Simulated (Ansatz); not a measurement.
The cluster Bi₃. The state is a doublet with charge 0. Geometry relaxed at PBE0-D4/def2-SVP.

| atom | x (Å) | y (Å) | z (Å) |
| --- | --- | --- | --- |
| Bi1 | 0.544 | 0.833 | 1.402 |
| Bi2 | 0.305 | 0.538 | -1.605 |
| Bi3 | -0.849 | -1.370 | 0.203 |

In the def2 sets Bi takes a core potential; there is no spin–orbit coupling. The charge 0 doublet is spin-contaminated (final ⟨S²⟩ up to 0.95, 0.75 for a pure state). The structure comes from a short search, and lower isomers may exist.

Task: Estimate the harmonic wavenumbers at UKS PBE0-D4/def2-SVP (Ansatz, unscaled). Is this a minimum?

Result: 95, 112, 168 cm⁻¹. Yes, no mode is imaginary beyond noise. Zero-point energy 2.2 kJ/mol. It took 20 s on 4 threads of Arm Neoverse V1 on a shared host.
